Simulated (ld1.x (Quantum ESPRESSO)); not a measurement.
## Before and after: TM potential for Pb (Z = 82)

- Element: lead
- Generator: ld1.x (Quantum ESPRESSO) 7.5
- Type: norm-conserving Troullier–Martins (Kleinman–Bylander form)
- Functional: PBE
- Relativity: scalar-relativistic
- Frozen core: [Kr] 4d10 4f14 5s2
- Valence charge: 20
- Reference configuration: 5p6 5d10 6s2 6p0 (charge +2)
- Partial waves: 6s (bound): rc 1.55 bohr; 5d (bound): rc 1.90 bohr; 5p (bound): rc 1.35 bohr
- Local potential: the p channel
- Core correction: Bessel-smoothed model core inside 0.65 bohr

All-electron outer shells of the reference configuration (PBE, scalar-relativistic, ld1.x):

| shell | level (eV) | outermost node (bohr) | outermost maximum (bohr) |
| --- | --- | --- | --- |
| 4f | -149.69 | – | 0.35 |
| 5p | -102.61 | 0.49 | 0.88 |
| 5d | -37.85 | 0.52 | 1.07 |
| 6s | -27.44 | 1.01 | 1.93 |
| 6p | -17.17 | 1.18 | 2.41 |

Change: all radii but the core radius scaled by about 1.28 (s 1.98, p 1.72, d 2.44 bohr).

Cutoffs: the cutoffs (Ry, on a coarse ladder) from which the occupation-weighted sum of valence levels, in a spherical-Bessel basis at the reference potential, stays within 10 and 1 mRy of its value at 400 Ry; they do not see the model core or the augmentation charge, which bear on the density cutoff. Errors are all-electron minus pseudo energies relative to the spin-unpolarised reference configuration.

Question: How do hardness, ghosts and transferability respond?

Answer: The potential gets softer (100 Ry and 140 Ry → 45 Ry and 80 Ry); both files keep a bound ghost (s); of the 7 tests that both files solve, the error grows in 6 and shrinks in 0 by more than 15 % and 0.3 meV (median size 401.4 → 1282.0 meV). A larger radius leaves more room for a smooth pseudo-wave, so fewer plane waves are needed. More of the atom is replaced by a form fitted at one configuration, so other configurations suffer.

| quantity | base | changed |
| --- | --- | --- |
| cutoff, loose | 100 Ry | 45 Ry |
| cutoff, tight | 140 Ry | 80 Ry |
| loose cutoff by channel (10 mRy a level) | s 35 Ry, d 45 Ry, p 60 Ry | s 18 Ry, d 35 Ry, p 35 Ry |
| bound ghosts | s | s |
| error for 5p6 5d10 6s2 6p2, meV [ΔE -20.02 eV] | +459 | +1477 |
| error for 5p6 5d10 6s2 6p1, meV [ΔE -13.44 eV] | +309 | +978 |
| error for 5p6 5d10 6s1 6p0, meV [ΔE 32.41 eV] | -21 | -24 |
| error for 5p6 5d9 6s2 6p2, meV [ΔE 7.14 eV] | +779 | +2524 |
| error for 5p6 5d10 6s0 6p4, meV [ΔE -2.19 eV] | +1140 | +3508 |
| error for 5p6 5d10 6s0 6p0, meV [ΔE 75.11 eV] | -47 | -90 |
| error for 5p6 5d10 6s2 6p1.5, meV [ΔE -17.53 eV] | +401 | +1282 |

 A true bound ghost makes a file unfit for plane-wave use even where its test errors are small: the radial tests pick states by their node count and pass the ghost by.
